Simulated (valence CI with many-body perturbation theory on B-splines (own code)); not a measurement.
# Rh⁵⁺: magnetic and hyperfine properties of the levels

Computed by relativistic CI+MBPT: four valence electrons over a frozen Dirac-Fock core [Kr], a basis of 9 s, 9 p, 10 d, 8 f, 5 g, 3 h, 1 i functions for each j, with the one-electron correlation potential Σ1, the two-electron term Σ2, the three-electron term Σ3, Breit, model QED; selected CI, second order for the rest, scaled by the run's own slope (own B-spline code, finite nucleus).

No measured spectrum was set against this ion. As an estimate, terms of the open shell hold to 2 to 4 % of their energy, and close levels can change places; different configurations can be misplaced against each other by 1,000 to 8,000 cm⁻¹. Core correlation moves these levels by up to 17000 cm⁻¹, and in measured spectra 5 to 20 % of such shifts remained as error; rates that hang on mixing are uncertain with them. Among the levels kept, up to 310 cm⁻¹ of a level comes from second order outside the variational space, and about a tenth of that is noise between levels of different J, which matters for small intervals. Only levels of the ground parity were solved; by the run's estimate the other parity begins above the list, which can be wrong where configurations are misplaced.

A/g_I is the dipole constant over the nuclear g factor μ/I (μ in nuclear magnetons, uniformly magnetised nucleus), B/Q the quadrupole constant per barn. Both hold the static response of the core; the bare values leave it out. Large factors of s and p1/2 electrons are usually good to 5 to 10 %; those of open d and f shells near neutrality can be off by tens of per cent, and small factors of p3/2, d and f electrons come from cancelling terms and can be off by a factor of two or in sign, in half-filled shells by more. B is blank for J = 1/2, where it vanishes, and for nearly pure S terms. Energies count from the lowest level. Levels with J = 0 are left out.

Names give the largest LS component (configuration and term), which can be under half, so a name can repeat, a term be missing and a line seem to break the LS rules; names also repeat where a configuration has a term twice. Letters in brackets count levels of one name in rising energy.

```
       Level  E (eV)      g  A/g_I (MHz)  A/g_I bare  B/Q (MHz/b)  B/Q bare
    4d4 5D_1   0.088  1.500         -275         116          413       380
    4d4 5D_2   0.227  1.498         -169         234          270       246
    4d4 5D_3   0.394  1.496        -54.4         359         -283      -268
    4d4 5D_4   0.578  1.493         55.6         479        -1220     -1140
    4d4 3H_4   2.329  0.857          987         869          644       590
    4d4 3H_5   2.530  1.050          708         755          747       685
    4d4 3H_6   2.681  1.157          597         742          650       592
4d4 3P_1 [a]   2.709  1.475         25.3         421        -75.8     -71.7
    4d4 3G_3   2.744  0.915          930         867         64.2      56.9
4d4 3F_2 [a]   2.836  0.684         1240         970        -5.87     -1.60
4d4 3F_4 [a]   2.898  1.137          556         676         -141      -132
4d4 3P_2 [a]   3.214  1.460         69.9         461         64.5      49.4
4d4 3F_3 [a]   3.217  0.926          830         763         -215      -185
    4d4 3G_4   3.243  1.090          661         743         -285      -256
    4d4 3G_5   3.379  1.183          491         648         -475      -436
    4d4 1I_6   3.795  1.009          773         786         1200      1110
    4d4 3D_3   3.826  1.322          308         587          205       182
    4d4 3D_2   3.906  1.176          530         683          270       243
    4d4 3D_1   3.986  0.527         1500        1090          159       143
4d4 1G_4 [a]   4.189  1.023          684         702         -491      -454
4d4 1D_2 [a]   4.905  1.020          767         791          562       520
    4d4 1F_3   5.341  1.012          751         764         1380      1290
4d4 3P_2 [b]   6.171  1.475         36.3         440          294       274
4d4 3F_4 [b]   6.295  1.240          359         558         1220      1130
4d4 3F_2 [b]   6.337  0.686         1360        1110          985       910
4d4 3F_3 [b]   6.406  1.079          698         773         1060       973
4d4 3P_1 [b]   6.540  1.498         -251         148         -268      -242
4d4 1G_4 [b]   7.135  1.009          799         815          571       529
4d4 1D_2 [b]   9.321  1.000          780         785        -1400     -1300
 4d3.5s 5F_1  20.308  0.008        -2400       -2480         -172      -158
 4d3.5s 5F_2  20.433  1.000         1490        1390         -145      -137
 4d3.5s 5F_3  20.619  1.248         2080        2030         -233      -221
 4d3.5s 5F_4  20.847  1.346         2160        2160         -391      -370
 4d3.5s 5F_5  21.099  1.394         2180        2210         -605      -570
 4d3.5s 3F_2  21.752  0.684         2150        1790         -473      -439
```

Q: Take the isotope of mass number 103, with I = 1/2, μ = -0.08829 μN. What is the hyperfine structure of 4d4 3H_6?

A: From the table A = -106 MHz. Shifts from the centre of gravity in MHz: F = 11/2: 371, F = 13/2: -318.
